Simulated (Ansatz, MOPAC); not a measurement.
Spectroscopic constants of BeN-, multiplicity 3 (lowest of 2S+1 = 1, 3, 5 at CCSD(T)/def2-TZVPP on PBE0 minima; our sources give no spin for the ground state, which may be another).

The constants come from a fifth-degree fit in 1/R (seven points, main isotopes). Runs in def2 and cc sets follow the lowest solution found near the PBE0 minimum.

The state that PM7 reach isn't checked; PM7 holds dispersion and hydrogen-bond terms.

Run with Ansatz (an electronic-structure program); MOPAC for PM7 (differences of heats of formation). 

**Question.** What bond length and harmonic frequency does PM7 give?

**Answer.** r_e = 1.465 Å, ω_e = 1343 cm⁻¹.

**Question.** What bond length and harmonic frequency does r2SCAN/def2-TZVPP give?

**Answer.** r_e = 1.509 Å, ω_e = 1132 cm⁻¹.

**Question.** What bond length and harmonic frequency does CAM-B3LYP/def2-TZVPP give?

**Answer.** r_e = 1.488 Å, ω_e = 1187 cm⁻¹.
